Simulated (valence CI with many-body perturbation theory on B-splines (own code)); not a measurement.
**Eu⁴⁸⁺: key properties**

Method: relativistic CI+MBPT: five valence electrons over a frozen Dirac-Fock core [Ne], a basis of 9 s, 9 p, 8 d, 6 f, 3 g, 1 h functions for each j, with the one-electron correlation potential Σ1, the two-electron term Σ2, the three-electron term Σ3, Breit, model QED; selected CI, second order for the rest (own B-spline code, finite nucleus).

No measured spectrum was set against this ion. As an estimate, large intervals hold to a few tenths of a per cent, small ones and those within an open d or f shell to about a per cent. Among the levels kept, up to 620 cm⁻¹ of a level comes from second order outside the variational space, and about a tenth of that is noise between levels of different J, which matters for small intervals.

Levels are named by their leading jj configuration (3d3/2^4 stands for four electrons in 3d with j = 3/2), which in mixed levels can hold well under half, so a name can repeat and another be missing.

Rates and lifetimes use the calculated energies. Strong lines usually hold to 10 to 20 %, long lifetimes can be off by a factor of two.

(1) What is the ground level?

(2) Name the longest-lived excited levels whose lifetime is computed, and their main decay.

(3) How well does LS coupling describe the low levels?

(4) Among levels below 566.67 eV, which E1 lines absorb most strongly from the ground level?

(5) What is the ionisation energy?

(6) What are the static dipole polarisabilities of the lowest levels?

(7) Where does the other parity begin?

Results:

(1) (3s^2 3p1/2^2 3p3/2) J=3/2, composition 46 % 3s2 3p3 2P° + 27 % 3s2 3p3 4S° + 26 % 3s2 3p3 2D°, g = 1.363.

(2) (3s^2 3p1/2 3p3/2 3d5/2) J=9/2 at 387.96 eV lives 1.97 μs, mostly by M1 to (3s^2 3p1/2 3p3/2 3d3/2) J=7/2; (3s^2 3p1/2 3p3/2^2) J=5/2 at 163.97 eV lives 146 ns, mostly by M1 to (3s^2 3p1/2^2 3p3/2) J=3/2; (3s^2 3p1/2 3p3/2^2) J=1/2 at 176.35 eV lives 41.3 ns, mostly by M1 to (3s^2 3p1/2^2 3p3/2) J=3/2.

(3) Among the lowest 20 levels the leading LS term, summed over configurations, holds 53 % on average. For single configurations the figures are 51 % in LS and 93 % in jj coupling. Terms mix most in the J = 5/2 level at 233.12 eV, where the leading one holds 30 %.

(4) to (3s^2 3p1/2 3p3/2 3d3/2) J=3/2 at 3.266 nm, f = 0.297; to (3s^2 3p1/2 3p3/2 3d3/2) J=5/2 at 3.326 nm, f = 0.268; to (3s^2 3p1/2 3p3/2 3d3/2) J=1/2 at 3.264 nm, f = 0.109.

(5) 4133.7 eV; NIST lists 4131 ± 4 eV (theoretical).

(6) (3s^2 3p1/2^2 3p3/2) J=3/2 0.00615 (tensor 0.00049) bohr³, of which the core gives 9.34e-05.

(7) At (3s^2 3p1/2^2 3d3/2) J=3/2, 186.37 eV.
